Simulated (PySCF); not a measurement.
# Spinor energies of Cd (cadmium, neutral)

Start: [Kr] 4d10 5s2. Calculated with PySCF 2.14 in x2c-TZVPall-2c (8s9p7d1f, 77 functions): generalised Hartree-Fock with the X2C-1e Hamiltonian and a Gaussian nucleus; one run each with spin-orbit coupling (SO) switched off, then screened by Boettger's factors.

```tsv
spinor shell	electrons	ε, spin-free (eV)	ε, screened SO (eV)	weight of nominal j (screened SO)	rms radius, screened SO (bohr)
1s1/2	2	-26846.2	-26844.0	1.000	0.0348
2s1/2	2	-4074.0	-4073.4	1.000	0.142
2p1/2	2	-3648.4	-3781.8	1.000	0.124
2p3/2	4	-3648.4	-3587.2	1.000	0.128
3s1/2	2	-797.42	-797.28	1.000	0.381
3p1/2	2	-654.34	-678.96	1.000	0.375
3p3/2	4	-654.34	-642.98	1.000	0.386
3d3/2	4	-431.05	-435.30	1.000	0.362
3d5/2	6	-431.05	-428.09	1.000	0.365
4s1/2	2	-129.06	-129.04	1.000	0.942
4p1/2	2	-84.766	-89.006	1.000	1.01
4p3/2	4	-84.766	-82.821	1.000	1.05
4d3/2	4	-19.601	-20.095	1.000	1.38
4d5/2	6	-19.601	-19.271	1.000	1.40
5s1/2	2	-7.645	-7.646	1.000	3.32
```

```csv
quantity,spin-free,screened SO
E (hartree),-5590.77517,-5591.89995
M_J,0,0
⟨J²⟩,0.000,0.000
⟨L²⟩,0.000,0.016
⟨S²⟩,0.000,0.016
```

Breit and QED terms are absent; they matter most for the inner s and p1/2 levels.

Densities and radii are taken from the X2C orbitals without a picture-change correction, which distorts them close to the nucleus.

Without spin-orbit coupling the j labels of p, d and f shells carry no meaning; the spin-free column gives the mean over the occupied spinors of each nl shell.
